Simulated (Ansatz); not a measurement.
`B[SiH]([SiH3])[SiH3]` and `F[SiH]([SiH3])[SiH3]` differ in one atom or group.

Ansatz, PBE0-D4/def2-TZVP geometries, multiplicity 1. 

```tsv
property	`B[SiH]([SiH3])[SiH3]`
ideal-gas entropy at 298 K and 1 bar (rigid rotor, harmonic PBE0-D4/def2-TZVP) / J/(mol·K)	401
size of the dipole moment (PBE/def2-TZVPP) / D	0.08
HOMO energy (ωB97M-V/def2-TZVPP) / eV	-9.98
HOMO–LUMO gap (B3LYP/def2-TZVPP) / eV	5.11
LUMO energy (B3LYP/def2-TZVPP) / eV	-2.71
size of the dipole moment (ωB97M-V/def2-TZVPP) / D	0.26
```

(1) Give the same properties after the change, and the shifts. (Estimate.)

Answers

(1) The calculation gave: 
| property | `F[SiH]([SiH3])[SiH3]` | shift |
| --- | --- | --- |
| ideal-gas entropy at 298 K and 1 bar (rigid rotor, harmonic PBE0-D4/def2-TZVP) / J/(mol·K) | 376 | -25 |
| size of the dipole moment (PBE/def2-TZVPP) / D | 1.05 | 0.97 |
| HOMO energy (ωB97M-V/def2-TZVPP) / eV | -9.89 | 0.09 |
| HOMO–LUMO gap (B3LYP/def2-TZVPP) / eV | 6.58 | 1.47 |
| LUMO energy (B3LYP/def2-TZVPP) / eV | -1.15 | 1.56 |
| size of the dipole moment (ωB97M-V/def2-TZVPP) / D | 1.10 | 0.84 |

With PBE0 the HOMO rises by 0.09 eV and the LUMO rises by 1.53 eV, so the gap widens by about 1.44 eV. PBE moves the HOMO by 0.08 eV and ωB97M-V by 0.09 eV. The zero-point energy changes by -45.9 kJ/mol with -6 modes. Dipoles are sizes alone; their direction can turn. Modes under 60 cm⁻¹, often nearly free rotors, make the harmonic entropy too high.

Positive LUMOs are unbound, so they and the gaps depend on the basis.

B3LYP here is the variant with VWN-RPA as its local correlation; programs differ in this.
